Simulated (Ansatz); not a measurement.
A nudged elastic band was laid between two geometries of AlBCl$_{3}$H$_{3}$O (9 atoms, charge 0, multiplicity 1).

Computed with Ansatz 0.2.0, UKS B3LYP/6-31G.

```yaml
movable_images: 9
climbing_image: yes
spring: 5.0 eV/Å²
optimiser: quadratic models (default)
start_path: through a guess of the saddle point
force_threshold: 0.03 eV/Å
iteration_limit: 47
end_points: relaxed
```

Image 0:

```xyz
9
Properties=species:S:1:pos:R:3
Al 0.188 -1.563 0.368
Cl 2.400 -1.286 0.589
H -0.228 -2.364 -0.956
H -0.656 -1.516 1.713
B -0.328 1.580 -0.071
O -0.252 0.263 -0.536
Cl -0.620 2.883 -1.265
Cl -0.157 1.891 1.659
H -0.347 0.112 -1.499
```

Image 10:

```xyz
9
Properties=species:S:1:pos:R:3
Al 0.019 -1.613 0.094
Cl 1.820 -0.028 0.526
H 0.280 -2.362 -1.281
H -0.509 -2.209 1.467
B 0.258 1.252 0.012
O -0.727 0.130 -0.224
Cl 0.672 2.156 -1.538
Cl -0.194 2.292 1.461
H -1.620 0.382 -0.515
```

Which bonds break or form, and what moves?

Bonds formed: Cl2–B5.

Give the energies along the band, and the barrier.

It converged. The highest image is number 6 of 0 to 10, 20.6 kJ/mol above the first end and 8.0 kJ/mol above the last; the last end lies 12.5 kJ/mol above the first. A vibrational analysis at the climbing image gives one clearly imaginary mode, 136i cm⁻¹: a first-order saddle point. Limits of this set-up: no polarisation functions.

| image | path coordinate (Å) | energy (kJ/mol) | Cl2–B5 (Å) |
| --- | --- | --- | --- |
| 0 | 0.00 | 0.0 | 4.01 |
| 1 | 0.36 | 0.6 | 3.84 |
| 2 | 0.73 | 2.5 | 3.65 |
| 3 | 1.09 | 5.7 | 3.45 |
| 4 | 1.45 | 10.0 | 3.23 |
| 5 | 1.82 | 15.9 | 2.93 |
| 6 | 2.18 | 20.6 | 2.53 |
| 7 | 2.53 | 16.5 | 2.18 |
| 8 | 2.87 | 13.9 | 2.10 |
| 9 | 3.22 | 12.9 | 2.09 |
| 10 | 3.56 | 12.5 | 2.08 |

What is the geometry of the highest image?


```xyz
9
Properties=species:S:1:pos:R:3
Al 0.083 -1.547 0.284
Cl 1.959 -0.174 0.524
H 0.130 -2.460 -1.020
H -0.574 -1.887 1.687
B 0.010 1.343 -0.007
O -0.687 0.141 -0.441
Cl 0.559 2.453 -1.320
Cl -0.393 1.977 1.624
H -1.086 0.154 -1.331
```

What are the harmonic wavenumbers there?

136i, 77, 124, 184, 248, 304, 319, 369, 403, 438, 492, 539, 560, 664, 729, 902, 1062, 1215, 1914, 1953, 3696 cm⁻¹.

The run took 5.7 min on 2 threads of Intel(R) Xeon(R) 6975P-C (Granite Rapids) (shared host), peak memory 0.33 GiB.
